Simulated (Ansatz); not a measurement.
C10H10Cl2W (`[Cl][W]12345678([Cl])([C@H]9[C@@H]1[C@@H]2[C@@H]3[C@H]94)[C@H]1[C@@H]5[C@@H]6[C@@H]7[C@H]18`). The species carries charge 0 and has multiplicity 1. W: def2 effective core potential. The structure was optimised at the PBE0-D4/def2-TZVP level.

```xyz
23

Cl   -2.429    0.184    1.347
W    -0.375    0.217    0.028
Cl   -1.503    2.095   -1.050
C    -1.678   -1.527   -0.933
C    -0.528   -2.031   -0.266
C     0.605   -1.518   -0.976
C     0.147   -0.639   -2.012
C    -1.273   -0.693   -1.979
C     0.852    0.061    1.936
C     0.197    1.316    2.061
C     0.601    2.151    1.015
C     1.525    1.454    0.190
C     1.718    0.171    0.800
H    -2.696   -1.674   -0.615
H    -0.525   -2.746    0.541
H     1.625   -1.821   -0.823
H     0.746   -0.125   -2.745
H    -1.933   -0.100   -2.590
H     0.785   -0.762    2.629
H    -0.570    1.549    2.780
H     0.192    3.125    0.806
H     2.053    1.861   -0.657
H     2.464   -0.548    0.513
```

What is the dipole moment at r2SCAN/def2-TZVPP? (Estimate.)

The calculation gave: 6.12 D, with components (5.29, -3.06, -0.40) D in this frame, pointing from negative to positive charge.

And with PBE, B3LYP, ωB97M-V? (Best estimate.)

Computed: PBE 5.75 D, B3LYP 6.22 D, ωB97M-V 6.51 D.

Give the Mulliken charges with r2SCAN, B3LYP, PBE in def2-TZVPP. (Estimate.)

Ansatz gave: 
```tsv
atom	r2SCAN	B3LYP	PBE
Cl1	-0.42	-0.42	-0.36
W2	0.74	0.79	0.51
Cl3	-0.42	-0.42	-0.36
C4	-0.03	-0.07	-0.05
C5	-0.20	-0.23	-0.18
C6	-0.08	-0.12	-0.10
C7	-0.20	-0.23	-0.18
C8	-0.03	-0.07	-0.05
C9	-0.20	-0.23	-0.18
C10	-0.03	-0.07	-0.05
C11	-0.03	-0.07	-0.05
C12	-0.20	-0.23	-0.18
C13	-0.08	-0.12	-0.10
H14	0.13	0.16	0.15
H15	0.12	0.14	0.13
H16	0.10	0.13	0.11
H17	0.12	0.14	0.13
H18	0.13	0.16	0.15
H19	0.12	0.14	0.13
H20	0.13	0.16	0.15
H21	0.13	0.16	0.15
H22	0.12	0.14	0.13
H23	0.10	0.13	0.11
```

B3LYP here is the variant with VWN-RPA as its local correlation; programs differ in this.
